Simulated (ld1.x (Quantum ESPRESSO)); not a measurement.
An all-electron radial function and its pseudo partner (F)

Columns: radius, all-electron u(r) and pseudo u(r) of the 2p shell (level -11.11 eV) of fluorine in the configuration [He] 2s2 2p5; PBE, scalar-relativistic, TM scheme, ld1.x (Quantum ESPRESSO) 7.5.

```tsv
r (bohr)	all-electron	pseudo
0.085	0.1067	0.0328
0.170	0.3030	0.1265
0.255	0.4954	0.2679
0.340	0.6523	0.4369
0.425	0.7679	0.6100
0.510	0.8447	0.7649
0.595	0.8881	0.8842
0.680	0.9051	0.9587
0.765	0.9021	0.9880
0.850	0.8847	0.9790
0.935	0.8573	0.9423
1.020	0.8232	0.8896
1.105	0.7852	0.8305
1.190	0.7449	0.7718
1.275	0.7037	0.7172
1.360	0.6626	0.6680
1.445	0.6223	0.6238
1.530	0.5832	0.5835
1.615	0.5457	0.5457
1.700	0.5098	0.5098
1.785	0.4758	0.4758
1.870	0.4436	0.4436
1.955	0.4133	0.4133
2.040	0.3849	0.3849
2.125	0.3582	0.3582
2.210	0.3332	0.3332
```

How many radial nodes do the two functions have?

The all-electron 2p function has n − l − 1 = 0; the pseudo-wave has 0.

At about which radius was the pseudo-wave matched?

1.70 bohr. The columns agree to 0.0005 from 1.53 bohr on; several derivatives are matched, so the curves merge somewhat inside the radius.

Where does each function peak?

Outermost all-electron maximum near 0.68 bohr, pseudo maximum near 0.77 bohr (to the table’s step).

Is the pseudo-wave norm-conserving?

Yes: the TM scheme keeps the norm inside the radius equal to the all-electron one, which fixes the energy derivative of the logarithmic derivative at the level.
